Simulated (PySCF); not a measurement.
PySCF input file for C2H6Al, SMILES [CH3][Al+][CH3], charge +1, TDA-CAM-B3LYP/def2-SVPD. Geometry: TPSSh-D3(BJ)/def2-TZVP. The multiplicity is an assumed one; other spin states were not compared. The isomer is the one that the SMILES or the coordinates give; other isomers of the formula were not compared.

```python
import numpy as np
from pyscf import gto, scf, dft, tdscf

mol = gto.M(
    atom='''
    Al   -0.00000000    0.00000000    0.00000000
    C    -0.00000000   -0.00000000   -1.91400640
    H     0.88896182    0.51324235   -2.29377835
    H    -0.88896181    0.51324235   -2.29377835
    H     0.00000001   -1.02648468   -2.29377836
    C     0.00000000    0.00000000    1.91400640
    H     0.88896181   -0.51324235    2.29377835
    H    -0.88896182   -0.51324235    2.29377835
    H    -0.00000001    1.02648468    2.29377836
    ''',
    basis='def2-SVPD',
    charge=1,
    spin=0,
    symmetry=True,
    max_memory=1600,
    verbose=4,
)
mf = dft.RKS(mol, xc='cam-b3lyp').density_fit(auxbasis='def2-universal-jkfit')
mf.grids.level = 3
mf.conv_tol = 1e-9
mf.max_cycle = 100
mf.kernel()
mf.grids = dft.Grids(mol).set(level=1).build(with_non0tab=True)  # coarser grid for the response kernel
td = tdscf.TDA(mf)
td.singlet = True
td.nstates = 10
td.conv_tol = 1e-4
td.positive_eig_threshold = 1e-6
td.kernel(x0=td.get_init_guess(mf, 15))
td.analyze()
tt = tdscf.TDA(mf)
tt.singlet = False
tt.nstates = 4
tt.conv_tol = 1e-4
tt.positive_eig_threshold = 1e-6
tt.kernel(x0=tt.get_init_guess(mf, 9))
tt.analyze(verbose=3)
```

Log of the run:

```
PySCF version 2.14.0

[INPUT] verbose = 4
[INPUT] num. atoms = 9
[INPUT] num. electrons = 30
[INPUT] charge = 1
[INPUT] spin (= nelec alpha-beta = 2S) = 0
[INPUT] symmetry True subgroup None
[INPUT] Mole.unit = angstrom
[INPUT] Symbol           X                Y                Z      unit          X                Y                Z       unit  Magmom
[INPUT]  1 Al     0.000000000000   0.000000000000   0.000000000000 AA    0.000000000000   0.000000000000   0.000000000000 Bohr   0.0
[INPUT]  2 C      0.000000000000   0.000000000000  -1.914006400000 AA    0.000000000000   0.000000000000  -3.616947896665 Bohr   0.0
[INPUT]  3 H      0.888961820000   0.513242350000  -2.293778350000 AA    1.679894374995   0.969887477028  -4.334612871957 Bohr   0.0
[INPUT]  4 H     -0.888961810000   0.513242350000  -2.293778350000 AA   -1.679894356098   0.969887477028  -4.334612871957 Bohr   0.0
[INPUT]  5 H      0.000000010000  -1.026484680000  -2.293778360000 AA    0.000000018897  -1.939774916262  -4.334612890854 Bohr   0.0
[INPUT]  6 C      0.000000000000   0.000000000000   1.914006400000 AA    0.000000000000   0.000000000000   3.616947896665 Bohr   0.0
[INPUT]  7 H      0.888961810000  -0.513242350000   2.293778350000 AA    1.679894356098  -0.969887477028   4.334612871957 Bohr   0.0
[INPUT]  8 H     -0.888961820000  -0.513242350000   2.293778350000 AA   -1.679894374995  -0.969887477028   4.334612871957 Bohr   0.0
[INPUT]  9 H     -0.000000010000   1.026484680000   2.293778360000 AA   -0.000000018897   1.939774916262   4.334612890854 Bohr   0.0

nuclear repulsion = 89.1131944096086
point group symmetry = D3d, use subgroup C2h
symmetry origin: [ 2.11848426e-18  0.00000000e+00 -2.86509168e-17]
symmetry axis x: [-0.00000000e+00  1.00000000e+00  9.84148772e-10]
symmetry axis y: [-1.26783163e-09 -9.84148772e-10  1.00000000e+00]
symmetry axis z: [ 1.00000000e+00 -1.24773494e-18  1.26783163e-09]
num. orbitals of irrep Ag = 39
num. orbitals of irrep Bg = 20
num. orbitals of irrep Au = 19
num. orbitals of irrep Bu = 34
number of shells = 50
number of NR pGTOs = 162
number of NR cGTOs = 112
basis = def2-SVPD
ecp = {}


[settings echo left out]
init E= -322.009685845702
HOMO (Bu) = -0.34101420455031  LUMO (Ag) = -0.0769726913311888  gap/eV = 7.18494
cycle= 1 E= -321.770750408424  delta_E= 0.239  |g|= 0.325  |ddm|= 3.32
HOMO (Bu) = -0.556563262777467  LUMO (Au) = -0.230139314484351  gap/eV = 8.88245
cycle= 2 E= -321.789289271728  delta_E= -0.0185  |g|= 0.24  |ddm|= 1.68
HOMO (Bu) = -0.577638436780484  LUMO (Au) = -0.211496601713117  gap/eV = 9.96323
cycle= 3 E= -321.805406930669  delta_E= -0.0161  |g|= 0.0335  |ddm|= 0.579
HOMO (Bu) = -0.566209398357288  LUMO (Au) = -0.202784423784184  gap/eV = 9.88930
cycle= 4 E= -321.805702073379  delta_E= -0.000295  |g|= 0.00766  |ddm|= 0.117
HOMO (Bu) = -0.567648790286661  LUMO (Au) = -0.204015291738739  gap/eV = 9.89497
cycle= 5 E= -321.805721015822  delta_E= -1.89e-05  |g|= 0.000651  |ddm|= 0.0287
HOMO (Bu) = -0.567742658798297  LUMO (Au) = -0.204120945658541  gap/eV = 9.89465
cycle= 6 E= -321.805721293112  delta_E= -2.77e-07  |g|= 0.00011  |ddm|= 0.00405
HOMO (Bu) = -0.567766982860793  LUMO (Au) = -0.204141641606109  gap/eV = 9.89475
cycle= 7 E= -321.805721300929  delta_E= -7.82e-09  |g|= 1.78e-05  |ddm|= 0.000598
HOMO (Bu) = -0.567767492519959  LUMO (Au) = -0.204140410235069  gap/eV = 9.89480
cycle= 8 E= -321.80572130118  delta_E= -2.52e-10  |g|= 2.22e-06  |ddm|= 0.000157
HOMO (Bu) = -0.567767707711211  LUMO (Au) = -0.204140687144148  gap/eV = 9.89480
Extra cycle  E= -321.805721301186  delta_E= -5.57e-12  |g|= 7.52e-07  |ddm|= 1.25e-05
converged SCF energy = -321.805721301186
tot grids = 31544
Overwritten attributes  positive_eig_threshold  of <class 'pyscf.tdscf.rks.TDA'>


******** <class 'pyscf.tdscf.rks.TDA'> for <class 'pyscf.df.df_jk.DFSymAdaptedRKS'> ********
nstates = 10 singlet
deg_eia_thresh = 1.000e-03
wfnsym = None
conv_tol = 0.0001
eigh lindep = 1e-12
eigh level_shift = 0
eigh max_cycle = 100


Excitation energies (eV)
[6.03806808 6.03807492 7.39988022 8.8846208  8.90481228 8.93368504
 8.93369592 9.00611822 9.01980737 9.01980924]

** Singlet excitation energies and oscillator strengths **
Excited State   1:   Bg      6.03807 eV    205.34 nm  f=0.0000
      15 -> 16        0.70330
Excited State   2:   Ag      6.03807 eV    205.34 nm  f=0.0000
      15 -> 17       -0.70330
Excited State   3:   Bu      7.39988 eV    167.55 nm  f=0.5211
      12 -> 16        0.12233
      13 -> 17        0.12233
      15 -> 18       -0.67244
Excited State   4:   Ag      8.88462 eV    139.55 nm  f=0.0000
      10 -> 16       -0.26734
      11 -> 17       -0.26734
      14 -> 18        0.58332
Excited State   5:   Au      8.90481 eV    139.23 nm  f=0.0000
      12 -> 17        0.49658
      13 -> 16       -0.49660
Excited State   6:   Bu      8.93369 eV    138.78 nm  f=0.0157
      12 -> 16       -0.45880
      13 -> 17        0.45878
      14 -> 17       -0.25950
Excited State   7:   Au      8.93370 eV    138.78 nm  f=0.0157
      12 -> 17       -0.45881
      13 -> 16       -0.45880
      14 -> 16       -0.25945
Excited State   8:   Bg      9.00612 eV    137.67 nm  f=0.0000
      10 -> 17        0.49629
      11 -> 16       -0.49641
Excited State   9:   Ag      9.01981 eV    137.46 nm  f=0.0000
      10 -> 16       -0.33197
      11 -> 17        0.33196
      13 -> 18       -0.51734
Excited State  10:   Bg      9.01981 eV    137.46 nm  f=0.0000
      10 -> 17        0.33205
      11 -> 16        0.33188
      12 -> 18        0.51734

** Transition electric dipole moments (AU) **
state          X           Y           Z        Dip. S.      Osc.
  1        -0.0000     -0.0000     -0.0000      0.0000      0.0000
  2         0.0000     -0.0000     -0.0000      0.0000      0.0000
  3         0.0000      0.0000     -1.6953      2.8742      0.5211
  4        -0.0000     -0.0000     -0.0000      0.0000      0.0000
  5         0.0000     -0.0000     -0.0000      0.0000      0.0000
  6         0.0000     -0.2674     -0.0000      0.0715      0.0157
  7        -0.2674      0.0000      0.0000      0.0715      0.0157
  8         0.0000      0.0000      0.0000      0.0000      0.0000
  9         0.0000     -0.0000      0.0000      0.0000      0.0000
 10         0.0000     -0.0000     -0.0000      0.0000      0.0000

** Transition velocity dipole moments (imaginary part, AU) **
state          X           Y           Z        Dip. S.      Osc.
  1        -0.0000      0.0000     -0.0000      0.0000      0.0000
  2        -0.0000     -0.0000     -0.0000      0.0000      0.0000
  3         0.0000      0.0000     -0.4328      0.1873      0.4591
  4        -0.0000     -0.0000     -0.0000      0.0000      0.0000
  5         0.0000     -0.0000      0.0000      0.0000      0.0000
  6         0.0000     -0.0734     -0.0000      0.0054      0.0109
  7        -0.0734      0.0000      0.0000      0.0054      0.0109
  8         0.0000     -0.0000      0.0000      0.0000      0.0000
  9         0.0000      0.0000      0.0000      0.0000      0.0000
 10         0.0000      0.0000     -0.0000      0.0000      0.0000

** Transition magnetic dipole moments (imaginary part, AU) **
state          X           Y           Z
  1        -0.0000      1.0682     -0.0000
  2         1.0682      0.0000      0.0000
  3        -0.0000      0.0000     -0.0000
  4         0.0000     -0.0000      0.0000
  5        -0.0000      0.0000      0.0000
  6         0.0000      0.0000     -0.0000
  7        -0.0000     -0.0000     -0.0000
  8         0.0000     -0.0001     -0.2637
  9         0.3962     -0.0000      0.0000
 10         0.0000      0.3962     -0.0000


******** <class 'pyscf.tdscf.rks.TDA'> for <class 'pyscf.df.df_jk.DFSymAdaptedRKS'> ********
nstates = 4 triplet
deg_eia_thresh = 1.000e-03
wfnsym = None
conv_tol = 0.0001
eigh lindep = 1e-12
eigh level_shift = 0
eigh max_cycle = 100


Excitation energies (eV)
[5.51868313 5.62851852 5.62853029 7.63925686]

** Triplet excitation energies and oscillator strengths **
Excited State   1:   Bu      5.51868 eV    224.66 nm  f=0.0000
Excited State   2:   Bg      5.62852 eV    220.28 nm  f=0.0000
Excited State   3:   Ag      5.62853 eV    220.28 nm  f=0.0000
Excited State   4:   Au      7.63926 eV    162.30 nm  f=0.0000
```

Self-consistency was reached.
